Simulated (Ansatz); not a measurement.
**Match the barriers**

Saddle point of SiNH₂Cl₃, closed shell (SiNH₂Cl₃ ([NH2][Si]([Cl])([Cl])[Cl]) → SiNHCl₂ ([NH][Si]([Cl])[Cl]) + HCl; bonds formed: Cl2–H4; bonds broken: Si1–Cl2, N3–H4), PBE0-D4/def2-TZVP structure:

| atom | x (Å) | y (Å) | z (Å) |
| --- | --- | --- | --- |
| Si1 | -0.3389 | 0.3521 | 0.6114 |
| Cl2 | 1.3953 | -1.6965 | -0.5766 |
| N3 | -0.6732 | 0.4250 | -0.9476 |
| H4 | 0.4387 | -0.8822 | -1.1023 |
| Cl5 | 0.8034 | 1.5624 | 1.7416 |
| Cl6 | -1.2883 | -0.9612 | 1.7777 |
| H7 | -0.3372 | 1.2005 | -1.5043 |

Computed with Ansatz 0.2.0 (basis: def2-TZVPP, with def2-QZVPP for the basis limit); correlated methods freeze the cores. B3LYP uses VWN-RPA correlation. Extrapolation: Hartree–Fock as exp(−7.88 √X), correlation as X^−2.97. Four methods, as single points on the PBE0-D4 structures, gave these electronic barriers from the start structure: 67.72, 74.25, 77.09, 90.42 kcal/mol.

Task: The methods were, in alphabetical order, B3LYP-D4, BLYP-D4, HF, MP2. Which gave which? (Judge from chemistry; the calculation decides.)

Result: The calculation gives: BLYP-D4 67.72; B3LYP-D4 74.25; MP2 77.09; HF 90.42 kcal/mol. For comparison, CCSD(T) at an estimated basis limit (MP2 extrapolated from triple and quadruple zeta, plus CCSD(T) − MP2 in triple zeta) gives 78.25 kcal/mol.

T1 diagnostic: at most 0.014.

Labels in which every atom is bracketed show which atoms are joined, not bond orders.

For scale, one of the runs: CCSD(T)/def2-TZVPP, 227 basis functions, launched by `ansatz run in.yaml --threads 4 --pin off --events-out ev --progress --plain --max-ram 9574MiB`. Hardware: 4 CPU threads of an Arm Neoverse V2, shared host. Wall time 100 s; peak host memory 3.4 GiB.
